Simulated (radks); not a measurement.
Yb IV, 67 electrons, occupied as [Kr] 4d10 4f13 5s1.5 5p6 5d0.5 (fractional occupations, a model configuration).

All-electron calculation, Dirac Kohn-Sham, exchange-only B88, spin-unpolarised, spherical densities, point nucleus; open shells fill j = l - 1/2 first. Program: a radial shooting solver on a logarithmic mesh with Libxc functionals.

Energy parts (hartree):
part                   energy
total             -14070.4544
kinetic            15639.3841
electron-nucleus  -34865.7190
Hartree             5446.5745
exchange            -290.6939

Orbitals (lengths in bohr, moments of r in powers of bohr; r(max) is where P^2 peaks; r(90%) holds 90 % of the orbital's charge):
\begin{tabular}{lrrrrrrr}
orbital & occ. & eigenvalue (hartree) & <1/r> & r(max) & <r> & r(90%) & small-component weight \\ \hline
1s1/2 & 2 & -2249.425 & 80.68 & 0.01236 & 0.01966 & 0.0357 & 6.90e-02 \\
2s1/2 & 2 & -381.9345 & 19.47 & 0.07075 & 0.08274 & 0.129 & 1.55e-02 \\
2p1/2 & 2 & -364.3343 & 19.44 & 0.05296 & 0.06872 & 0.114 & 1.55e-02 \\
2p3/2 & 4 & -325.8412 & 16.69 & 0.05938 & 0.07622 & 0.124 & 1.42e-02 \\
3s1/2 & 2 & -87.07584 & 7.136 & 0.1997 & 0.2163 & 0.318 & 5.03e-03 \\
3p1/2 & 2 & -79.31580 & 7.051 & 0.1874 & 0.2061 & 0.310 & 4.97e-03 \\
3p3/2 & 4 & -71.14676 & 6.345 & 0.2008 & 0.2201 & 0.329 & 4.58e-03 \\
3d3/2 & 4 & -57.94880 & 6.233 & 0.1581 & 0.1935 & 0.301 & 4.47e-03 \\
3d5/2 & 6 & -56.16422 & 6.063 & 0.1618 & 0.1978 & 0.307 & 4.36e-03 \\
4s1/2 & 2 & -18.15365 & 2.988 & 0.4554 & 0.4875 & 0.701 & 1.63e-03 \\
4p1/2 & 2 & -15.01441 & 2.878 & 0.4567 & 0.4952 & 0.721 & 1.54e-03 \\
4p3/2 & 4 & -13.16042 & 2.632 & 0.4851 & 0.5275 & 0.768 & 1.40e-03 \\
4d3/2 & 4 & -7.99894 & 2.411 & 0.4856 & 0.5522 & 0.830 & 1.21e-03 \\
4d5/2 & 6 & -7.66069 & 2.351 & 0.4947 & 0.5635 & 0.847 & 1.17e-03 \\
5s1/2 & 1.5 & -3.16242 & 1.131 & 1.061 & 1.183 & 1.70 & 3.41e-04 \\
5p1/2 & 2 & -2.28332 & 1.004 & 1.149 & 1.316 & 1.92 & 2.74e-04 \\
5p3/2 & 4 & -2.03483 & 0.9210 & 1.234 & 1.415 & 2.07 & 2.38e-04 \\
4f5/2 & 6 & -1.37478 & 1.811 & 0.4775 & 0.7216 & 1.23 & 7.46e-04 \\
4f7/2 & 7 & -1.32320 & 1.783 & 0.4828 & 0.7348 & 1.26 & 7.28e-04 \\
5d3/2 & 0.5 & -0.93072 & 0.6333 & 1.639 & 2.018 & 3.08 & 1.14e-04 \\
5d5/2 & 0 & -0.90938 & 0.6177 & 1.679 & 2.063 & 3.14 & 1.09e-04 \\
6s1/2 & 0 & -0.88613 & 0.4400 & 2.650 & 2.907 & 4.14 & 6.53e-05 \\
6p1/2 & 0 & -0.68957 & 0.3776 & 3.081 & 3.382 & 4.84 & 5.02e-05 \\
6p3/2 & 0 & -0.65122 & 0.3571 & 3.273 & 3.569 & 5.09 & 4.63e-05 \\
\end{tabular}

The highest occupied level is 5d3/2 at -25.326 eV. The density falls to 0.001 e/bohr^3 at r = 3.24 bohr.
